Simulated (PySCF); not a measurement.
Electron correlation in Se²⁺ (selenium, charge +2)

[Ar] 3d10 4s2 4p2, high-spin 3P determinant. Computed with PySCF 2.14 in cc-pVDZ-DK (5s4p2d, 27 functions), with scalar relativity by spin-free X2C-1e. Frozen: [Ar] 3d10; 4 electrons correlated.

MP2 pair energies summed by pair of shells (mhartree):

| pair | energy | share (%) |
| --- | --- | --- |
| 4s-4p | -26.35 | 60.8 |
| 4s-4s | -12.68 | 29.2 |
| 4p-4p | -4.34 | 10.0 |

Total MP2 correlation energy: -43.37 mhartree.

Same-spin part -6.90 and opposite-spin part -36.47 mhartree; SCS-MP2 scales them by 1/3 and 6/5 to -46.06 mhartree.

| level | correlation energy (mhartree) |
| --- | --- |
| CCSD | -59.90 |
| (T) | -0.54 |
| CCSD(T) | -60.44 |

Diagnostics: T1 = 0.0057, D1 = 0.0159, largest double amplitude 0.094.

Cost of the coupled-cluster step: 0.12 s of wall time on 1 thread of Neoverse-N1 (shared host), for 4 correlated electrons.
